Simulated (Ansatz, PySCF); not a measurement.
Molecule: TeCl2 (charge -1, doublet). 
Coordinates optimised at B3LYP-D3(BJ)/def2-TZVP (Ansatz, a quantum-chemistry and plane-wave program):
```xyz
3

Te     0.0000     0.0000     0.0000
Cl     0.0000     0.0000     2.6095
Cl     0.0000     0.0000    -2.6095
```
Charge -1, spin multiplicity 2.

Total electronic energies in hartree. Cores are frozen in the correlated levels unless marked. UHF or UKS for open shells. No spin-orbit coupling. Frozen are the shells of the preceding noble gas and the d and f shells that filled before the atom's block. Past Kr the def2 sets carry scalar-relativistic core potentials. STO-3G rows are all-electron and non-relativistic. CBS marks a two-point X^-3 extrapolation of the correlation energy; Hartree-Fock from the larger set. [CCSD(T)-MP2]/basis is that difference in the basis named.

```
level                                                                 program  energy (Eh)
-------------------------------------------------------------  --------------  -----------
HF/def2-QZVPPD                                                         Ansatz  -1186.16746
RI-HF/def2-TZVPPD                                                      Ansatz  -1186.14060
PBE-D4/def2-TZVPD                                              Ansatz + dftd4            …
BLYP/def2-TZVPD                                                         PySCF            …
BP86-D4/def2-TZVPD                                              PySCF + dftd4  -1188.81692
B3LYP-D4/def2-TZVPD                                            Ansatz + dftd4            …
r2SCAN0/def2-TZVPD                                                     Ansatz  -1188.58896
LC-wPBE-D3(BJ)/def2-TZVPD                                      Ansatz + dftd3  -1188.36073
LC-wPBE-D4/def2-TZVPD                                          Ansatz + dftd4  -1188.36143
B2GP-PLYP-D3(BJ)/def2-TZVPD                                    Ansatz + dftd3  -1187.87839
B2PLYP-D3(BJ)/def2-TZVPD                                       Ansatz + dftd3  -1188.04804
B2PLYP/def2-TZVPD                                                      Ansatz  -1188.04456
PBE-QIDH/def2-TZVPD                                                    Ansatz  -1187.83362
MP2/STO-3G                                                             Ansatz  -7456.28455
RI-MP2/CBS(def2-TZVPPD,def2-QZVPPD)+[CCSD(T)-MP2]/def2-TZVPPD          Ansatz   -1186.8403
```

Question: Some entries are withheld; supply them.

Answer: 
- PBE-D4/def2-TZVPD, energy (Eh): -1188.21037
- BLYP/def2-TZVPD, energy (Eh): -1188.53580
- B3LYP-D4/def2-TZVPD, energy (Eh): -1188.71185
